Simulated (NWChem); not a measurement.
System: PbH$_{2}$S$_{2}$, singlet; SMILES [SH][Pb][SH]

Input file for NWChem:

```
start job
memory heap 200 mb stack 900 mb global 1100 mb
geometry units angstroms noautoz
  Pb    -0.530300     0.014942     0.000000
  S      1.177269     1.905462     0.000000
  H      2.257687     1.093071     0.000000
  S      1.249703    -1.814496     0.000000
  H      0.351962    -2.825612     0.000000
end
basis spherical
  * library def2-svp
end
ecp
  Pb library def2-ecp
end
dft
  xc r2scan0
  iterations 150
  mulliken
end
task dft energy
```

Low-valent species are run as closed-shell singlets; no triplet was tried in these runs. The geometry was optimised at PBE0/def2-SVP. def2 effective core potentials on Pb; no spin-orbit coupling.

**Question.** Predict the main results of this run. (r2SCAN0/def2-SVP with def2 effective core potentials on Pb.) Quantities: energy (Ha); highest occupied level (eV); orbital gap (eV); dipole (D).

**Answer.** The energy (Ha) is -990.25, the highest occupied level (eV) is -7.08 and the orbital gap (eV) is 4.66. The dipole (D) comes out as 3.39.
